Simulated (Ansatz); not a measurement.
Mean bond length (Å) of eight silicon and germanium compounds: PBE-D3(BJ) beside B3LYP-D3(BJ), computed with Ansatz (a program for electronic structure) for isolated molecules in the bases named; differences from unrounded values. The eight are the first of their class met in an unordered collection, after screening for sound electronic states; none was chosen by its value. Each level has its own optimised geometry.

| molecule | basis | B3LYP-D3(BJ) |
|---|---|---|
| methyl(methylsilylmethoxy)silane (C3H12OSi2), SMILES C[SiH2]CO[SiH2]C | def2-SVP | 1.386 |
| Si(NH2)4 (H8N4Si), SMILES N[Si](N)(N)N | def2-SVP | 1.255 |
| ClF₃H₂Si₂, SMILES F[Si](F)(F)[SiH2]Cl | def2-SVP | 1.744 |
| Ge(F)3(NCO) (CF3GeNO), SMILES [Ge]([N]=C=O)([F])([F])[F] | def2-SVP | 1.547 |
| C2H10OSi3, SMILES O[Si@@H]1C[C@H]([SiH3])[SiH2]1 | def2-SVP | 1.534 |
| C₃H₇NSi, SMILES CC1[SiH2]CN=1 | def2-SVP | 1.383 |
| F₃HSeSi, SMILES F[Si](F)(F)[SeH] | def2-SVP | 1.707 |
| C4H10Si2, SMILES C=C1CC[Si@H]1[SiH3] | def2-SVP | 1.448 |

Task: Estimate the PBE-D3(BJ) values and say how PBE-D3(BJ) differs from B3LYP-D3(BJ) over the set. (An estimate is asked for; the answer gives what the named calculation found.)

Result: 
```tsv
molecule	PBE-D3(BJ)	difference
methyl(methylsilylmethoxy)silane (C3H12OSi2), SMILES C[SiH2]CO[SiH2]C	1.395	0.009
Si(NH2)4 (H8N4Si), SMILES N[Si](N)(N)N	1.264	0.009
ClF₃H₂Si₂, SMILES F[Si](F)(F)[SiH2]Cl	1.755	0.011
Ge(F)3(NCO) (CF3GeNO), SMILES [Ge]([N]=C=O)([F])([F])[F]	1.561	0.014
C2H10OSi3, SMILES O[Si@@H]1C[C@H]([SiH3])[SiH2]1	1.544	0.009
C₃H₇NSi, SMILES CC1[SiH2]CN=1	1.391	0.008
F₃HSeSi, SMILES F[Si](F)(F)[SeH]	1.717	0.010
C4H10Si2, SMILES C=C1CC[Si@H]1[SiH3]	1.456	0.008
```
PBE-D3(BJ) lies below B3LYP-D3(BJ) in 0 and above it in 8 of the eight; the mean signed difference is 0.010 and the largest 0.014 Å.
